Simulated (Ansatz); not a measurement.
```yaml
crystal:
  periodic: [false, false, false]
  atoms:
    - {symbol: Ge, position_ang: [1.579232, -2.006342, 0.417391]}
    - {symbol: Ge, position_ang: [-2.116823, -1.519821, 0.545976]}
    - {symbol: Ge, position_ang: [1.078488, -0.041099, -1.277129]}
    - {symbol: Ge, position_ang: [-0.266994, 1.414870, 0.365989]}
    - {symbol: F, position_ang: [-0.372685, -2.429931, 0.716695]}
    - {symbol: F, position_ang: [2.571323, 0.909359, -1.323940]}
    - {symbol: F, position_ang: [1.434465, -0.573424, 1.520970]}
    - {symbol: F, position_ang: [-1.353009, 0.116389, 1.367510]}
    - {symbol: F, position_ang: [-1.651829, 2.344034, -0.174939]}
    - {symbol: F, position_ang: [-1.582231, -0.869230, -1.049941]}
    - {symbol: F, position_ang: [0.409776, 0.323969, -2.861329]}
    - {symbol: F, position_ang: [0.270267, 2.331226, 1.752727]}
basis:
  gaussian: {orbitals: def2-TZVP}
total_charge: -1
magnetization: {spin_polarized: true, initial_magnetization: 1}
hamiltonian: {xc: pbe0, dispersion: d4}
scf: {omitted_lower_state_checks: [starts]}
output: {orbitals: {seedname: orbitals}}
```

```sh
$ ansatz run in.yaml --threads 4 --pin off --events-out ev --progress --plain --max-ram 6963MiB
```

(1) Does this run fit into the memory that it is given?

## Answers

(1) No. It has 440 basis functions, and Ansatz plans for 8 GiB where 7 GiB are given.
